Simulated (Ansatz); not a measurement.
Diatomic NiC, closed-shell singlet (the spin of the measured ground state). No spin–orbit coupling. Ni is treated without relativity. The T1 diagnostic near the minimum is 0.074, so single-reference values are doubtful.

D_e counts from the fitted minimum to each atom's lowest state at the same level, without counterpoise. The singlet is restricted.

Correlated levels freeze the inner cores; with def2 sets outer-core shells near the valence are correlated too. CBS: X⁻³ extrapolation of the correlation energy, Hartree–Fock from the larger set.

Run with Ansatz (a quantum-chemistry and plane-wave program). Each number belongs to the level named beside it.

| level | bond energy D_e (kcal/mol) |
|---|---|
| PBE/def2-TZVPP | 108.32 |
| B97M-V/def2-TZVPP | 79.53 |
| B3LYP/def2-TZVPP | 71.01 |
| CAM-B3LYP/def2-TZVPP | 63.17 |
| wB97X-V/def2-TZVPP | 64.84 |
| CCSD/def2-TZVPP | 53.90 |
| CCSD(T)/def2-TZVPP | 85.02 |
| CCSD(T)/def2-QZVPP | ___ |
| CCSD(T)/CBS(def2-TZVPP, def2-QZVPP) | ___ |

Question: Some entries are withheld; supply them.

Answer: 
- CCSD(T)/def2-QZVPP, bond energy D_e (kcal/mol): 88.87
- CCSD(T)/CBS(def2-TZVPP, def2-QZVPP), bond energy D_e (kcal/mol): 91.65

Doubts at one or more of the structures used: T1 above 0.05 (CCSD/def2-TZVPP, CCSD(T)/def2-TZVPP, CCSD(T)/def2-QZVPP, CCSD(T)/CBS(def2-TZVPP, def2-QZVPP)); a restricted determinant that unrestricted orbitals would lower (CCSD/def2-TZVPP, CCSD(T)/def2-TZVPP, CCSD(T)/def2-QZVPP, CCSD(T)/CBS(def2-TZVPP, def2-QZVPP)).
